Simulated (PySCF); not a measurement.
## NMR problem set

Rapidly exchanging positions averaged, single conformer, no solvent, non-relativistic Hamiltonian. GIAO PBE0/pcSseg-1 shieldings; geometry from GFN2-xTB; PySCF 2.14.0 with density-fitted response routines.

Shifts are taken against calculated references (same method and geometry level): ¹H and ¹³C against TMS. Splittings of carbon signals by F and P are missing where no couplings were computed. Where no couplings were computed, multiplicities follow the n + 1 count of equivalent neighbours, and m marks all less simple cases (inequivalent or close neighbours, rings, F or P nearby). Shifts are as computed. Against solution values, carbons near 30 ppm lie about +3 ppm off and those near 130 ppm about +5 ppm. Of 1211 compounds with measured shifts, 218 miss one by over three times the rms of a fit or turn the order of signals round; such compounds aren't used in these exercises.

(1) C$_{6}$H$_{10}$O$_{3}$Si. ¹H NMR (500 MHz, computed): δ 8.21 (m, 1H), 8.19 (s, 1H), 6.41 (d, 1H), 4.62 (m, 1H), 0.29 (d, 6H). ¹³C{¹H} NMR (computed): δ 168.4 (CH), 164.8 (C), 159.4 (CH), 140.5 (CH), -2.7 (CH3). What is it?

(2) C$_{5}$H$_{5}$FO$_{2}$. ¹H NMR (500 MHz, computed): δ 7.57 (m, 1H), 5.86 (m, 1H), 4.20 (s, 3H). ¹³C{¹H} NMR (computed): δ 190.7 (C), 170.5 (C), 145.7 (CH), 99.9 (CH), 59.9 (CH3). Give a structure.

## Answers

(1) SMILES C[SiH](C)/C=C/C(=O)OC=O. The formula gives 3 degrees of unsaturation (no ring in the answer). 5 carbon signals for 6 carbons: some carbons are equivalent by symmetry or fast rotation. Carbon types of the structure: 1 × C, 3 × CH, 2 × CH3, leaving 1 H on heteroatoms. δC 168.4: β carbon of a C=C–C=O unit; conjugation with the carbonyl draws π density from the β position. δC 164.8, 159.4: anhydride carbonyl carbon; it is a carbonyl in resonance with an O or N lone pair, the region of acids, esters and amides. δC 140.5: α carbon of a C=C–C=O unit; an sp2 carbon of a C=C bond. δH 6.41: hydrogen on an α carbon of a C=C–C=O unit; attached to an sp2 carbon and in the plane of the double bond.

This is the structure that produced the data.

(2) `COC1=C[C@H](F)C1=O`. The formula gives 3 degrees of unsaturation (1 ring in the answer). 5 carbon signals for 5 carbons: no two carbons are equivalent. Carbon types of the structure: 2 × C, 2 × CH, 1 × CH3, which accounts for all hydrogens. δC 190.7: ketone carbonyl carbon; the double bond to the heteroatom, with no lone-pair donor beside it, deshields it most. δC 170.5: alkene carbon bearing oxygen; an sp2 carbon further deshielded by the attached heteroatom. δC 145.7: β carbon of a C=C–C=O unit; conjugation with the carbonyl draws π density from the β position. δC 99.9: sp3 CH bonded to F, α to a carbonyl; pulled downfield by the heteroatom.

The shifts were computed for this structure.
